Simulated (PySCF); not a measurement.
Sn(Cl)3(Et) (C₂H₅Cl₃Sn), SMILES [Cl][Sn]([Cl])([Cl])[CH2]C.

Geometry: B3LYP-D3(BJ)/def2-SVP. The def2 effective core potentials stand for the cores of Sn; spin–orbit coupling is left out. One conformer was computed; it need not be the lowest.

The numbers are results of TDDFT-PBE/def2-SVPD (PySCF 2.14.0), not measurements.

Vertical excitations.  State labels are in the subgroup Cs.

```json
[
 {"state": "S1", "symmetry": "A\"", "energy (eV)": "4.43", "λ (nm)": "280", "f": "0.000", "main pairs": "HOMO−1→LUMO 100 %"},
 {"state": "S2", "symmetry": "A\"", "energy (eV)": "4.63", "λ (nm)": "268", "f": "0.015", "main pairs": "HOMO−2→LUMO 94 %"},
 {"state": "S3", "symmetry": "A'", "energy (eV)": "4.64", "λ (nm)": "267", "f": "0.094", "main pairs": "HOMO→LUMO 91 %"},
 {"state": "S4", "symmetry": "A'", "energy (eV)": "4.66", "λ (nm)": "266", "f": "0.017", "main pairs": "HOMO−3→LUMO 93 %"},
 {"state": "S5", "symmetry": "A'", "energy (eV)": "4.84", "λ (nm)": "256", "f": "0.016", "main pairs": "HOMO−4→LUMO 94 %"},
 {"state": "S6", "symmetry": "A\"", "energy (eV)": "4.85", "λ (nm)": "256", "f": "0.017", "main pairs": "HOMO−5→LUMO 94 %"},
 {"state": "S7", "symmetry": "A'", "energy (eV)": "5.66", "λ (nm)": "219", "f": "0.098", "main pairs": "HOMO−6→LUMO 90 %"},
 {"state": "S8", "symmetry": "A\"", "energy (eV)": "5.98", "λ (nm)": "207", "f": "0.005", "main pairs": "HOMO−7→LUMO 93 %"},
 {"state": "S9", "symmetry": "A'", "energy (eV)": "6.48", "λ (nm)": "191", "f": "0.006", "main pairs": "HOMO−8→LUMO 47 %, HOMO→LUMO+1 46 %"},
 {"state": "S10", "symmetry": "A\"", "energy (eV)": "6.51", "λ (nm)": "191", "f": "0.004", "main pairs": "HOMO−9→LUMO 49 %, HOMO→LUMO+2 40 %"},
 {"state": "T1", "symmetry": "A'", "energy (eV)": "3.93", "λ (nm)": "316", "f": "0", "main pairs": "HOMO→LUMO 99 %"},
 {"state": "T2", "symmetry": "A\"", "energy (eV)": "4.17", "λ (nm)": "297", "f": "0", "main pairs": "HOMO−1→LUMO 100 %"},
 {"state": "T3", "symmetry": "A\"", "energy (eV)": "4.29", "λ (nm)": "289", "f": "0", "main pairs": "HOMO−2→LUMO 99 %"},
 {"state": "T4", "symmetry": "A'", "energy (eV)": "4.31", "λ (nm)": "288", "f": "0", "main pairs": "HOMO−3→LUMO 99 %"}
]
```
Triplets are in the Tamm–Dancoff approximation, which puts them higher than full response would, so one can lie above its singlet here.
